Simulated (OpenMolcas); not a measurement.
# Ni⁵⁺: CASPT2 settings compared

| Quantity | Value |
| --- | --- |
| Program | OpenMolcas 26.06 |
| Basis | ANO-L-VDZP [5s4p2d1f] |
| Scalar Hamiltonian | non-relativistic, point nucleus |
| Active space | 5 electrons in 5 orbitals (3d) |
| State averaging | 2S+1 = 6 even, 1 root; 2S+1 = 4 even, 24 roots kept (CI in the orbitals of an earlier block); 2S+1 = 2 even, 25 roots kept (CI in the orbitals of an earlier block) |
| Spin-orbit coupling | RASSI with atomic mean-field integrals over the reference wave functions, term energies averaged over their components |

Methods on the same reference wave functions:
A. CASSCF
B. SS-CASPT2, IPEA 0.15 Eh, sigma2 regulariser 0.25 Eh (closed shells correlated: 3s 3p)
C. SS-CASPT2, IPEA 0.5 Eh, sigma1 regulariser 0.2 Eh (closed shells correlated: none)
D. XMS-CASPT2, IPEA 0.6 Eh, sigma1 regulariser 0.3 Eh (closed shells correlated: 3s 3p)

Energies in cm-1 above 3d5 6S 5/2, the measured ground level; measured values from Corliss and Sugar, J. Phys. Chem. Ref. Data 10, 197 (1981).

| Level | A | B | C | D | Measured |
| --- | --- | --- | --- | --- | --- |
| 3d5 6S 5/2 | 0.0 | 0.0 | 0.0 | 0.0 | 0.0 |
| 3d5 4G 5/2 | 45499 | 44160 | 45500 | 44170 |  |
| 3d5 4G 7/2 | 45574 | 44250 | 45580 | 44260 |  |
| 3d5 4G 9/2 | 45637 | 44320 | 45650 | 44330 |  |
| 3d5 4G 11/2 | 45661 | 44340 | 45670 | 44350 | 41921 |
| 3d5 4P 5/2 | 52227 | 47680 | 50830 | 47550 | 45884 |
| 3d5 4P 3/2 | 52418 | 47860 | 51010 | 47720 | 46104 |
| 3d5 4P 1/2 | 52690 | 48100 | 51250 | 47950 | 46325 |
| 3d5 4D 7/2 | 56629 | 52820 | 55810 | 52950 | 50331 |
| 3d5 4D 1/2 | 56865 | 53050 | 56030 | 53170 |  |
| 3d5 4D 3/2 | 57069 | 53210 | 56210 | 53330 |  |
| 3d5 4D 5/2 | 57120 | 53250 | 56250 | 53360 |  |

Deviations, from unrounded energies. A percentage is the sum of absolute deviations over the sum of measured energies, with the sign that they share, or ± where signs differ.

| Against measurement | Levels | A | B | C | D |
| --- | --- | --- | --- | --- | --- |
| mean absolute deviation (cm-1) | 5 | 5800 | 2000 | 4800 | 2000 |
| other terms of the ground configuration (%) | 5 | +12.6 | +4.4 | +10.4 | +4.3 |

B, D lie about equally close to measurement and A furthest from it. The largest miss of D in the table is 3d5 4D 7/2, by +2600 cm-1. The ranking rests on the paired levels alone, and a cruder setting can come out closer through cancelling errors.

Among B to D the level of the table that moves most is 3d5 4P 1/2, by 3300 cm-1 (lowest in D, highest in C). Moves below CASPT2's spread within the term are not significant.

The two smallest mean deviations differ by little beside CASPT2's spread within terms, so their order carries little weight.

From A to B the spin-free energies of the other terms of 3d5 shown, above 6S, scale by factors of 0.91 to 0.97.

The lowest spin-free term lies below A's lowest term by 0.173 hartree in B, 0.025 hartree in C, 0.164 hartree in D.

CASPT2 breaks the degeneracy within a term, and the mean is taken; among the terms shown or strongly mixed into the levels shown the widest spread is 930 cm-1 (3d5 4G, D). Terms from blocks run as CI alone lack orbitals of their own. The basis is small and was not contracted for so high a charge. Without dynamic correlation excited terms often stand tens of per cent too high (terms of higher spin than the ground term too low), and those without a measured partner can miss by more than the paired ones (holds for A). Computed and measured levels are paired by configuration, term and J; levels that our copy of the source lacks, or whose pairing is in doubt (as where it misses far off the trend of its configuration), stay unpaired and out of the deviations. Levels of configurations outside the active space are missing. Levels that lie high or do not pair safely by name in every column are left out.
